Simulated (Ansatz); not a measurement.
Geometry optimisation, DFT PBE-D3(BJ), scalar-relativistic, plane waves, PAW (Ansatz).

Input:

```yaml
crystal:
  lattice:
    - [7.398, 0.0, 0.0]
    - [-3.699, 6.406856, 0.0]
    - [0.0, 0.0, 13.0]
  atoms:
    - { symbol: C, position: [0.0, 0.0, 0.07692308] }
    - { symbol: C, position: [0.22222222, 0.11111111, 0.07692308] }
    - { symbol: C, position: [0.0, 0.33333333, 0.07692308] }
    - { symbol: C, position: [0.22222222, 0.44444444, 0.07692308] }
    - { symbol: C, position: [0.0, 0.66666666, 0.07692308] }
    - { symbol: C, position: [0.22222222, 0.77777777, 0.07692308] }
    - { symbol: C, position: [0.33333333, 0.0, 0.07692308] }
    - { symbol: C, position: [0.55555556, 0.11111111, 0.07692308] }
    - { symbol: C, position: [0.33333333, 0.33333333, 0.07692308] }
    - { symbol: C, position: [0.55555555, 0.44444444, 0.07692308] }
    - { symbol: C, position: [0.33333333, 0.66666666, 0.07692308] }
    - { symbol: C, position: [0.55555555, 0.77777777, 0.07692308] }
    - { symbol: C, position: [0.66666667, 0.0, 0.07692308] }
    - { symbol: C, position: [0.88888889, 0.11111111, 0.07692308] }
    - { symbol: C, position: [0.66666667, 0.33333333, 0.07692308] }
    - { symbol: C, position: [0.88888889, 0.44444444, 0.07692308] }
    - { symbol: C, position: [0.66666666, 0.66666666, 0.07692308] }
    - { symbol: C, position: [0.88888889, 0.77777777, 0.07692308] }
    - { symbol: F, position: [0.66666667, 0.0, 0.18] }
    - { symbol: H, position: [1.11111111, 0.22222222, 0.05307692] }
basis:
  ecutwfc: 420.0
kpoints:
  mp_grid: { grid: [2, 2, 1] }
hamiltonian:
  xc: pbe
  dispersion: d3bj
scf:
  occupations: { method: gaussian, width: 0.02 }
  lower_state_search: "off"
relax:
  f_tol: 0.03
  max_steps: 60
  adjacent_minimum: "off"
output:
  write_density: true
  write_potential: true
  elf: true
  volumetric_format: npy
```

Run as:

```bash
$ ansatz run input.yaml --threads 1 --pin off --max-ram 3072MiB --backend cpu --events-out ev --progress --plain --runs-dir out
```

Task: Where does it end, and by what steps?

Result: The forces met the threshold. Limits of this set-up: coarse k mesh, slab without dipole correction. After 15 steps the energy has fallen by 7.354 eV; H20 moved furthest, 1.97 Å. The start is strongly strained (largest force component 11 eV/Å). Joined: C14–H20.

```tsv
step	energy less start (eV)	largest force component (eV/Å)	accepted
0	0.0000	10.773	yes
1	-2.1865	4.669	yes
2	-3.3026	2.083	yes
3	-3.8029	1.561	yes
4	-4.3339	2.219	yes
5	-4.9761	2.502	yes
6	-5.6192	2.157	yes
7	-6.2081	1.553	yes
8	-6.6475	1.250	yes
9	-6.9637	0.884	yes
10	-7.1977	0.805	yes
11	-7.2478	2.128	yes
12	-7.3450	0.352	yes
13	-7.3532	0.137	yes
14	-7.3541	0.046	yes
15	-7.3544	0.011	yes
```

```xyz
20
Lattice="7.3980 0.0000 0.0000 -3.6990 6.4069 0.0000 0.0000 0.0000 13.0000" Properties=species:S:1:pos:R:3
C 0.085 0.010 0.944
C 1.300 0.738 0.982
C -1.182 2.204 0.944
C 0.056 2.892 0.982
C -2.388 4.316 1.083
C -1.168 5.020 1.102
C 2.527 0.043 1.080
C 3.742 0.771 1.114
C 1.295 2.171 0.959
C 2.517 2.877 0.966
C 0.067 4.302 1.080
C 1.305 4.991 1.114
C 5.024 0.053 1.400
C 6.192 0.727 0.714
C 3.754 2.157 1.015
C 5.013 2.888 1.036
C 2.512 4.308 1.015
C 3.775 5.033 1.036
F 5.229 0.172 2.834
H 5.965 0.597 -0.371
```

Whether the end is a true minimum wasn't checked by a vibrational analysis.

Time of the run: 2.1 min on 1 thread of Arm Neoverse V1, on a shared host, peak memory 0.67 GiB.
